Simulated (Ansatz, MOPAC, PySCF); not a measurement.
Noncovalent pair: NH3 (SMILES N) (first 4 atoms) with PH3 (SMILES P); geometry from B3LYP-D3(BJ)/def2-TZVP, rigid monomers moved along the line of their centres of mass till N1···P5 is 4.51 Å.
(charge 0, multiplicity 1):
```xyz
8

N     -0.06426    -0.11648     0.07645
H     -0.90631    -0.68055     0.07660
H     -0.34211     0.83583    -0.13135
H      0.52022    -0.43874    -0.68638
P     -0.06309     0.65688     4.52224
H      1.18241     1.15701     4.07438
H      0.29587     0.72918     5.89756
H      0.32452    -0.69800     4.39527
```

Interaction energies are E(AB) − E(A) − E(B) at the monomers' geometry in the complex; basis-set methods are counterpoise corrected. Rows marked so take none.

Frozen-core correlation. CBS: X⁻³ extrapolation of the correlation energy, Hartree–Fock from the larger set. Rows in 3-21G, 6-31G* carry no dispersion term and start afresh at each structure (6-31G* with six Cartesian d functions). MP2/6-31G* freezes PySCF's default core. The state that AM1, PM6, PM7 reach isn't checked; PM7 holds dispersion and hydrogen-bond terms.

Run with Ansatz (a program for electronic structure); MOPAC for AM1, PM6, PM7 (differences of heats of formation); PySCF for 3-21G rows, 6-31G* rows, the dispersion terms. Each number belongs to the level named beside it.

Other levels give for the interaction energy: PBE/def2-TZVPPD -0.50; B3LYP/def2-TZVPPD -0.26; B3LYP-D3(BJ)/def2-TZVPPD -0.55; wB97M-V/def2-TZVPPD -0.61; CCSD(T)/CBS(aug-cc-pV(D+d)Z, aug-cc-pV(T+d)Z) -0.61 kcal/mol.

### Question
What do these common cheap choices give for the same quantity: AM1, PM6, PM7, HF/3-21G (no counterpoise), HF/6-31G*, B3LYP/3-21G (no counterpoise), MP2/6-31G*, MP2/6-31G* (no counterpoise)?

### Answer
AM1 -0.07; PM6 -0.28; PM7 -1.45; HF/3-21G (no counterpoise) -0.72; HF/6-31G* -0.47; B3LYP/3-21G (no counterpoise) -0.74; MP2/6-31G* -0.53; MP2/6-31G* (no counterpoise) -0.88 kcal/mol. They span -1.45 to -0.07 kcal/mol.
